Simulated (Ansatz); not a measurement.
CH8OSiSn, SMILES `[CH3][SnH2][SiH2]O`. The species carries charge 0 and has multiplicity 1. Sn takes the def2 core potential. The structure was optimised at the PBE0-D4/def2-TZVP level. It is one conformer, not always the lowest.

```xyz
12

C    -1.714    0.121    1.273
Sn   -0.832   -0.014   -0.679
Si    1.688   -0.531   -0.557
O     2.545    0.716    0.115
H    -1.627   -0.836    1.786
H    -1.202    0.885    1.859
H    -2.768    0.384    1.187
H    -1.075    1.482   -1.487
H    -1.658   -1.214   -1.581
H     1.939   -1.695    0.331
H     2.201   -0.864   -1.919
H     2.504    1.565   -0.328
```

Problem. What is the dipole moment at ωB97M-V/def2-TZVPP? (An estimate is asked.)

Solution. The calculation gave: 0.85 D, with components (-0.29, 0.78, -0.17) D in this frame, pointing from negative to positive charge.

Problem. And with PBE, r2SCAN, B3LYP? (An estimate is asked.)

Solution. Ansatz gave: PBE 0.86 D, r2SCAN 0.87 D, B3LYP 0.83 D.

Problem. Give the Mulliken charges with ωB97M-V, PBE, r2SCAN in def2-TZVPP. (Estimate.)

Solution. The calculation gave: 
| atom | ωB97M-V | PBE | r2SCAN |
| --- | --- | --- | --- |
| C1 | -0.61 | -0.57 | -0.48 |
| Sn2 | 0.39 | 0.50 | 0.49 |
| Si3 | 0.27 | 0.24 | 0.34 |
| O4 | -0.37 | -0.34 | -0.41 |
| H5 | 0.14 | 0.12 | 0.10 |
| H6 | 0.14 | 0.12 | 0.10 |
| H7 | 0.14 | 0.13 | 0.10 |
| H8 | -0.11 | -0.13 | -0.14 |
| H9 | -0.10 | -0.12 | -0.13 |
| H10 | -0.03 | -0.06 | -0.08 |
| H11 | -0.05 | -0.08 | -0.10 |
| H12 | 0.18 | 0.19 | 0.20 |

B3LYP here is the variant with VWN-RPA as its local correlation; programs differ in this.
